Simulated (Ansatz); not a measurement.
A CCSD(T) single point on F3HNNb (`[NH]=[Nb]([F])([F])[F]`).

```yaml
crystal:
  periodic: [false, false, false]
  atoms:
    - {symbol: N, position_ang: [-0.786346, 0.492461, 0.844602]}
    - {symbol: Nb, position_ang: [0.295283, -0.194130, -0.318022]}
    - {symbol: F, position_ang: [1.693624, -1.000036, 0.615950]}
    - {symbol: F, position_ang: [-0.662803, -1.447798, -1.311810]}
    - {symbol: F, position_ang: [0.917526, 1.191163, -1.400107]}
    - {symbol: H, position_ang: [-1.415183, 0.894340, 1.523186]}
basis:
  gaussian: {orbitals: def2-SVP}
correlation: {method: ccsd_t}
```

```sh
$ ansatz run in.yaml --threads 2 --pin off --events-out ev --progress --plain --max-ram 32768MiB --backend cpu
```

The program prints (abridged):

```
Functional definition: HF
901 factors; integrals over basis functions are off by at most 7.8e-4 eV
mean field evaluation 1: about -11137.2526 eV, gradient 6.8e1 eV
mean field evaluation 2: about -11137.3737 eV, gradient 6.8e1 eV
mean field evaluation 4: about -11146.2609 eV, gradient 8.8e0 eV
mean field evaluation 8: about -11146.4555 eV, gradient 6.8e-1 eV
mean field -11146.45687304 eV, -409.6247347444 hartree, gradient 3.0e-6 eV, S^2 0.000000; 0 other end points of the search recorded, 0 dependent functions left out
4 core orbitals not correlated: weight in the atoms' cores, before any rotation towards them, 1.000 or more for the frozen orbitals, at most 0.000 for the correlated occupied ones
reference -11146.45687304 eV, -409.6247347444 hartree; 20, 20 occupied and 68, 68 virtual orbitals, 901 factors
second order -29.04358560 eV of doubles, -0.00000000 eV of singles
cycle   1  -27.07301105 eV  change     2.0e0 eV  update   2.3e-1
cycle   2  -28.17188741 eV  change    -1.1e0 eV  update   1.2e-1
cycle   3  -28.39475155 eV  change   -2.2e-1 eV  update   3.2e-2
cycle   4  -28.39843413 eV  change   -3.7e-3 eV  update   1.1e-2
cycle   5  -28.38741396 eV  change    1.1e-2 eV  update   2.8e-3
cycle   6  -28.38777233 eV  change   -3.6e-4 eV  update   1.3e-3
cycle   7  -28.38825795 eV  change   -4.9e-4 eV  update   7.0e-4
cycle   8  -28.38806440 eV  change    1.9e-4 eV  update   2.8e-4
cycle   9  -28.38806671 eV  change   -2.3e-6 eV  update   1.3e-4
cycle  10  -28.38816052 eV  change   -9.4e-5 eV  update   5.2e-5
cycle  11  -28.38807436 eV  change    8.6e-5 eV  update   2.2e-5
cycle  12  -28.38806998 eV  change    4.4e-6 eV  update   9.6e-6
perturbative correction -1.03469971 eV, -0.0380245129 hartree
Total energy: -11175.87964273 eV, -410.7060015870 hartree
```

It took 21 s on 2 threads of a server CPU on a shared host, with 0.48 GiB of host memory at the peak.

Correlation energy per correlated electron: -0.736 eV. T1 diagnostic: 0.0204.
